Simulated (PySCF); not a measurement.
Bi(NMe2)(TeH)2, SMILES C[N](C)[Bi]([TeH])[TeH] (CAM-B3LYP/def2-SVP optimised geometry):

```
14

Bi     0.567     0.610     0.000
N      0.120     0.964    -2.084
C     -0.043     2.365    -2.402
C     -0.782     0.117    -2.824
H      0.179     2.542    -3.470
H     -1.069     2.750    -2.218
H      0.659     2.992    -1.826
H     -1.852     0.319    -2.608
H     -0.632     0.270    -3.909
H     -0.586    -0.944    -2.613
Te    -2.081     0.642     1.193
H     -2.245     2.251     0.802
Te     0.581    -2.251     0.000
H      2.245    -2.251     0.000
```

Computed with CAM-B3LYP/def2-TZVP, def2 effective core potentials past Kr (PySCF).

Problem. What are the frontier orbital energies and the dipole moment?

Solution. HOMO-2 -7.85 eV, HOMO-1 -7.51 eV, HOMO -7.35 eV, LUMO -0.99 eV, LUMO+1 -0.85 eV; dipole moment 2.25 D.
